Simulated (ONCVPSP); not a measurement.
# Before and after: ONCV potential for Os (Z = 76)

Os (Z = 76), optimised norm-conserving Vanderbilt (ONCV), made with ONCVPSP 4.0.1 (PBE, scalar-relativistic). Core [Kr] 4d10 4f14, reference 5s2 5p6 5d5 (charge +3). Waves: 5s: rc 1.70 bohr, ncon 4, nbas 9, qcut 5.8 1/bohr, 3 projectors, debl 0.4 Ha; 5p: rc 1.10 bohr, ncon 4, nbas 8, qcut 8.4 1/bohr, 2 projectors, debl 2.1 Ha; 5d: rc 2.35 bohr, ncon 3, nbas 7, qcut 7 1/bohr, 2 projectors, debl 0.3 Ha; f scattering state at 0.39 Ha: rc 2.30 bohr, ncon 5, nbas 9, qcut 5.4 1/bohr, 1 projector. Local part: polynomial inside 0.80 bohr (lpopt 5, dvloc0 3 Ha). Core correction: none.

In the s channel the program set the typed energies aside and used -4.492, 0.050, 0.450 Ha. In the p channel the program set the typed energies aside and used -2.987, 0.250 Ha. In the d channel the program set the typed energies aside and used -1.286, 0.250 Ha.

All-electron outer shells of the reference configuration (PBE, scalar-relativistic, ld1.x):

```
shell  level (eV)  outermost node (bohr)  outermost maximum (bohr)
   4f      -82.85                      –                      0.40
   5p      -81.28                   0.55                      1.03
   5d      -34.98                   0.60                      1.33
```

Change: local potential polynomial inside 0.80 bohr (lpopt 5, dvloc0 7.5 Ha).

Cutoffs: the cutoffs (Ha) at which the residual kinetic energy of the hardest occupied pseudo-wave falls to 1 and 0.1 mHa per electron; they do not see the model core or the augmentation charge, which bear on the density cutoff. Errors are all-electron minus pseudo energies relative to the spin-unpolarised reference configuration.

How do hardness, ghosts and transferability respond?

The potential gets neither clearly harder nor softer (36 Ha and 124 Ha → 36 Ha and 124 Ha); both files keep a bound ghost (d, s); the lowest positive-energy flag moves from p at 151.1 eV to s at 25.6 eV; of the 4 tests that both files solve, the error grows in 4 and shrinks in 0 by more than 15 % and 0.3 meV (median size 15.6 → 19.1 meV).

| quantity | base | changed |
| --- | --- | --- |
| cutoff, loose | 36 Ha | 36 Ha |
| cutoff, tight | 124 Ha | 124 Ha |
| bound ghosts | s, d | s, d |
| GHOST(+) flags under 300 eV | p at 151.1 eV | s at 25.6 eV, p at 212.9 eV |
| error for 5s2 5p6 5d6 6s2, meV [ΔE -55.34 eV] | +20 | +24 |
| error for 5s2 5p6 5d6 6s1, meV [ΔE -45.76 eV] | +16 | +20 |
| error for 5s2 5p6 5d6, meV [ΔE -28.85 eV] | +9.8 | +13 |
| error for 5s2 5p6 5d6 6p1, meV [ΔE -39.62 eV] | +15 | +18 |
| s: phases at 1.73 bohr within 0.05 rad from the reference energy up to (Ha; the scan ends near 5) | to the end of the scan | to the end of the scan |
| p: phases at 1.12 bohr within 0.05 rad from the reference energy up to (Ha; the scan ends near 5) | to the end of the scan | to the end of the scan |
| d: phases at 2.39 bohr within 0.05 rad from the reference energy up to (Ha; the scan ends near 5) | 4.7 | 4.6 |
| f: phases at 2.33 bohr within 0.05 rad from the reference energy up to (Ha; the scan ends near 5) | 2.5 | 2.6 |

 A true bound ghost makes a file unfit for plane-wave use even where its test errors are small: the radial tests pick states by their node count and pass the ghost by.
